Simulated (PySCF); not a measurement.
Compound: C6H15BSi.
SMILES: `[SiH3]C[C@H]1CBCCC1`

Level of theory: PySCF 2.14.0, density-fitted response routines, TDDFT CAM-B3LYP/def2-SVPD, vertical, gas phase, core orbitals frozen in the response. One conformer (not necessarily the lowest) at the PBE0-D3(BJ)/def2-SVP geometry, without solvent, vibrations or thermal averaging.

Orbital energies (eV): HOMO-3 -10.54, HOMO-2 -10.02, HOMO-1 -9.63, HOMO -9.27, LUMO 0.32, LUMO+1 1.10, LUMO+2 1.50.

Lowest singlets, with some entries withheld (?).

```
state  E (eV)       f  main configurations (H = HOMO, L = LUMO)
   S1    5.79  0.0016                    H→L (72%), H-2→L (17%)
   S2    5.99  0.0019                               H-1→L (86%)
   S3    7.48  0.0006                    H-2→L (61%), H→L (21%)
   S4    7.71   0.023                   H→L+1 (70%), H-2→L (9%)
   S5    7.87   0.012                               H-3→L (85%)
   S6    8.00  0.0081                H-1→L+1 (60%), H-7→L (17%)
   S7       ?       ?                                         ?
   S8       ?       ?                                         ?
   S9    8.19  0.0010   H-7→L (62%), H-1→L+1 (16%), H-6→L (10%)
  S10    8.38   0.012                  H→L+4 (70%), H→L+5 (16%)
```

(1) Supply the missing values.

(2) How far apart are S1 and S4, in eV and cm⁻¹?

(3) Where do the lowest triplets lie (Tamm–Dancoff)?

(4) What is the vertical ionisation energy by ΔSCF at this level?

## Answers

(1) 
- S7: E = 8.03 eV; f = 0.018; H-6→L (50%), H-4→L (10%)
- S8: E = 8.06 eV; f = 0.031; H→L+2 (49%), H-2→L+1 (27%)

(2) 7.711 − 5.793 = 1.918 eV, or about 15470 cm⁻¹.

(3) T1 5.32 eV, H→L (64%), H-2→L (20%); T2 5.49 eV, H-1→L (79%); T3 7.30 eV, H-2→L (50%), H→L (21%), H-6→L (10%); T4 7.50 eV, H→L+1 (47%), H-6→L (20%). E(S1) − E(T1) = +0.47 eV.

(4) 9.89 eV; −ε(HOMO) is 9.27 eV.

Hardware: one thread of an Intel Xeon at 2.50 GHz, shared host. Cost: 21 min of wall time, 1.5 GiB resident at most.
